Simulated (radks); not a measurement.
The numbers below are computed, except where a source is named.
Lu XXIV, 48 electrons, occupied as [Kr] 4d10 4f2 (the NIST ground configuration). Level of theory: Dirac Kohn-Sham, LB94 model potential, spin-unpolarised, spherical densities, finite nucleus; open shells fill j = l - 1/2 first; Fermi nuclear charge, rms radius 5.37 fm (a radial shooting solver on a logarithmic mesh with Libxc functionals).

Normalised radial functions P(r) = r R(r) (large component), r in bohr:

r	4f5/2
0.002958	0.0000
0.003389	0.0000
0.003852	0.0000
0.004378	0.0000
0.005016	0.0000
0.005701	0.0000
0.006479	0.0000
0.007423	0.0000
0.008437	0.0001
0.009589	0.0001
0.01099	0.0001
0.01249	0.0002
0.01419	0.0004
0.01626	0.0006
0.01848	0.0009
0.021	0.0014
0.02406	0.0023
0.02735	0.0036
0.03108	0.0056
0.03561	0.0088
0.04047	0.0134
0.046	0.0203
0.05228	0.0305
0.0599	0.0463
0.06808	0.0678
0.07737	0.0979
0.08864	0.1424
0.1007	0.1990
0.1145	0.2732
0.1312	0.3744
0.1491	0.4924
0.1695	0.6324
0.1942	0.8016
0.2207	0.9725
0.2508	1.1425
0.2873	1.3046
0.3266	1.4219
0.3712	1.4899
0.4252	1.4955
0.4833	1.4319
0.5493	1.3038
0.6293	1.1093
0.7153	0.8914
0.8129	0.6646
0.9239	0.4542
1.059	0.2714
1.203	0.1482
1.367	0.0707
1.567	0.0272
1.78	0.0093
2.024	0.0026
2.318	0.0005
2.635	0.0001

4f5/2: eigenvalue -665.20 eV, 0 radial nodes, <r> = 0.485 bohr, 90 % of the charge inside 0.742 bohr.
